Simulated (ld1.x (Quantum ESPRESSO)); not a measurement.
**What one change does to a pseudopotential (Ni, RRKJ)**

ld1.x (Quantum ESPRESSO) 7.5 input, shortened:

```
&input
   title='Ni', zed=28., rel=1, dft='PBE', iswitch=3,
   config='[Ar] 3d8 4s0 4p0'
 /
 &inputp
   pseudotype=2, tm=.false., rho0=0.001, lloc=0,
   nlcc=.false.
 /
3
3P  2  1   6.00   0.00  1.20  1.20  0.0
3D  3  2   8.00   0.00  1.35  1.35  0.0
4S  1  0   0.00   0.00  2.00  2.00  0.0
 &test
   configts(1)='3p6 3d8 4s0 4p0'
 /
```

Change: all radii scaled by about 1.14 (s 2.28, p 1.36, d 1.54 bohr).

Cutoffs: the cutoffs (Ry, on a coarse ladder) from which the occupation-weighted sum of valence levels, in a spherical-Bessel basis at the reference potential, stays within 10 and 1 mRy of its value at 400 Ry; they do not see the model core or the augmentation charge, which bear on the density cutoff. Errors are all-electron minus pseudo energies relative to the spin-unpolarised reference configuration.

**Question.** What does the change do?

**Answer.** The potential gets softer (100 Ry and 160 Ry → 80 Ry and 120 Ry); the number of tests that count goes from 6 to 7; of the 6 tests that both files solve, the error grows in 1 and shrinks in 2 by more than 15 % and 0.3 meV (median size 1037.4 → 1010.6 meV); neither file shows a bound ghost at the reference potential, the only one tested. A larger radius leaves more room for a smooth pseudo-wave, so fewer plane waves are needed.

```csv
quantity,base,changed
"cutoff, loose",100 Ry,80 Ry
"cutoff, tight",160 Ry,120 Ry
loose cutoff by channel (10 mRy a level),"p 70 Ry, d 90 Ry","p 60 Ry, d 70 Ry"
bound ghosts,none,none
"tests counted (converged, no solver errors)",6 of 7,7 of 7
"error for 3p6 3d8 4s1 4p0, meV [ΔE -17.35 eV]",+0.4,+3.4
"error for 3p6 3d7 4s0 4p0, meV [ΔE 37.47 eV]",-263,-169
"error for 3p6 3d8 4s0 4p2, meV [ΔE -17.17 eV]",-1565,-1564
"error for 3p5 3d8 4s2 4p0, meV [ΔE 52.85 eV]",-910,-962
"error for 3p6 3d8 4s0 4p1, meV [ΔE -11.67 eV]",-1165,-1167
"error for 3p6 3d7 4s2 4p1, meV [ΔE -16.13 eV]",-1259,-1060
```

Base: Tests not counted: 3p6 3d8 4s2 4p0 (pseudo-atom not self-consistent, printed error +0.9 meV). These tests converged, but a pseudo level misses the all-electron one widely, so the file describes the atom poorly there or has found another state: 3p6 3d7 4s0 4p0: empty 4p by 3.0 eV (a node warning on the way). ld1.x printed “convergence not achieved” for 3 of the counted tests; their residual had stalled under 1e-8, short of the target of 1e-14. Changed file: These tests converged, but a pseudo level misses the all-electron one widely, so the file describes the atom poorly there or has found another state: 3p6 3d7 4s0 4p0: empty 4p by 3.0 eV. ld1.x printed “convergence not achieved” for 4 of the counted tests; their residual had stalled under 1e-8, short of the target of 1e-14.
